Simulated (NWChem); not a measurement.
# MgHF; SMILES [F][MgH]

```xyz
3

Mg    -0.0009    -0.5924     0.0000
H     -0.0055    -2.2802     0.0000
F      0.0008     1.1687     0.0000
```
Atoms are numbered in this order, from 1.

All runs: NWChem. The geometry was optimised at PBE0/def2-SVP. GIAO values for the isolated, static molecule; σ is the absolute isotropic shielding, δ = σ(reference) − σ with the isolated reference molecule computed at the same levels (19F: trichlorofluoromethane, 1H: tetramethylsilane).

For level PBE0/pcSseg-1:

- σ Mg1 (ppm): 512.2

Q: Estimate the same quantities for level PBE/pcSseg-1.

A: 
| Quantity | Result |
|---|---|
| σ Mg1 (ppm) | 500.8 |
